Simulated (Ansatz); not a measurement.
Basis-set extrapolation for `CB[SiH](O)Cl` (PBE0-D4/def2-TZVP geometry, frozen core, Ansatz). Multiplicity 1, RHF reference.

|  | def2-TZVPP | def2-QZVPP |
| --- | --- | --- |
| HF | -889.514536 | -889.543162 |
| MP2 correlation | -0.822230 | -0.889065 |
| CCSD(T) correlation | -0.910690 | not run |

Energies in hartree. Use E(X) = E(∞) + A·exp(−7.88·√X) for Hartree–Fock and E(X) = E(∞) + B·X^(−2.97) for correlation, with X = 3 and 4, and add CCSD(T) minus MP2 of the smaller set to the MP2 limit.

Problem. What is the CCSD(T) energy at the basis-set limit?

Solution. HF limit: -889.543162 + (-0.028626) × 0.13774 = -889.54710. MP2 limit: -0.889065 + (-0.066835) × 0.74074 = -0.93857. Higher-order term: -0.910690 − (-0.822230) = -0.08846. Total: -890.57413 hartree, 390.9 kJ/mol below CCSD(T)/def2-TZVPP.
